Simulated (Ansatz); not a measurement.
GaH2(SMe) (CH5GaS). The state is a singlet with charge 0. Geometry PBE0-D4/def2-TZVP; atoms count from 1.

| atom | x (Å) | y (Å) | z (Å) |
| --- | --- | --- | --- |
| Ga1 | -0.4602 | 1.1760 | 1.2275 |
| H2 | -0.2850 | 2.1494 | 0.0144 |
| H3 | -0.8701 | 1.5563 | 2.6830 |
| S4 | -0.0915 | -0.9414 | 0.8381 |
| C5 | 0.3580 | -0.9719 | -0.9237 |
| H6 | 0.2699 | 0.0160 | -1.3743 |
| H7 | -0.3061 | -1.6626 | -1.4422 |
| H8 | 1.3850 | -1.3217 | -1.0227 |

Estimate the Mulliken populations from the PBE0/def2-TZVP orbitals of Ansatz.


```
atom  charge (e)
 Ga1        0.25
  H2       -0.08
  H3       -0.06
  S4       -0.21
  C5       -0.34
  H6        0.15
  H7        0.15
  H8        0.15
```
Mulliken values and Mayer orders depend strongly on the basis.

And the Mayer bond orders between bonded heavy atoms (over 0.3)?

Ga1–S4 1.25 (2.18 Å); S4–C5 1.00 (1.82 Å).
